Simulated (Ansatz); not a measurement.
Basis-set extrapolation for CH$_{7}$AlN$_{2}$ (PBE0-D4/def2-TZVP geometry, frozen core, the Gaussian-basis code of Ansatz). Multiplicity 1, RHF reference.

```
                      def2-TZVPP   def2-QZVPP
                 HF  -392.860152  -392.875226
    MP2 correlation    -0.692380    -0.740514
CCSD(T) correlation    -0.756326      not run
```

Energies in hartree. Use E(X) = E(∞) + A·exp(−7.88·√X) for Hartree–Fock and E(X) = E(∞) + B·X^(−2.97) for correlation, with X = 3 and 4, and add CCSD(T) minus MP2 of the smaller set to the MP2 limit.

Q: What is the CCSD(T) energy at the basis-set limit?

A: HF limit: -392.875226 + (-0.015074) × 0.13774 = -392.87730. MP2 limit: -0.740514 + (-0.048134) × 0.74074 = -0.77617. Higher-order term: -0.756326 − (-0.692380) = -0.06395. Total: -393.71742 hartree, 63.3 kcal/mol below CCSD(T)/def2-TZVPP.
